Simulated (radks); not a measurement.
The nuclear charge of the iodine ion I2+ is varied continuously with 51 electrons held in [Kr] 4d10 5s2 5p3. Calculated with a radial shooting solver on a logarithmic mesh with Libxc functionals: scalar-relativistic Kohn-Sham, LDA (Slater exchange, Perdew-Wang correlation), spin-unpolarised, spherical densities, finite nucleus; Fermi nuclear charge, rms radius 4.75 fm. By the Hellmann-Feynman theorem dE/dZ = E(electron-nucleus)/Z, the electronic potential at the nucleus (averaged over a nucleus of fixed radius). The scalar-relativistic energy here is not variational (the density holds large components alone), so the two differ by a part that grows with Z.

Z,E (hartree),E(electron-nucleus)/Z (hartree),HOMO,e(HOMO) (eV),<r> HOMO (bohr)
52.5,-6947.69361,-319.757,5p,-19.089,2.324
52.6,-6979.83094,-320.595,5p,-20.182,2.298
52.7,-7012.05292,-321.434,5p,-21.292,2.272
52.8,-7044.35960,-322.272,5p,-22.420,2.248
52.9,-7076.75098,-323.111,5p,-23.564,2.224
53,-7109.22711,-323.950,5p,-24.725,2.201
53.1,-7141.78799,-324.789,5p,-25.902,2.179
53.2,-7174.43367,-325.629,5p,-27.096,2.157
53.3,-7207.16417,-326.468,5p,-28.305,2.136
53.4,-7239.97952,-327.308,5p,-29.531,2.116
53.5,-7272.87976,-328.149,5p,-30.772,2.096
53.6,-7305.86491,-328.989,5p,-32.029,2.076
53.7,-7338.93500,-329.830,5p,-33.301,2.058
53.8,-7372.09007,-330.671,5p,-34.589,2.039
53.9,-7405.33015,-331.512,5p,-35.892,2.021
54,-7438.65529,-332.354,5p,-37.210,2.004

The central difference of E at Z = 53 is -325.185 hartree, to compare with the third column; the second derivative is -8.48 hartree.
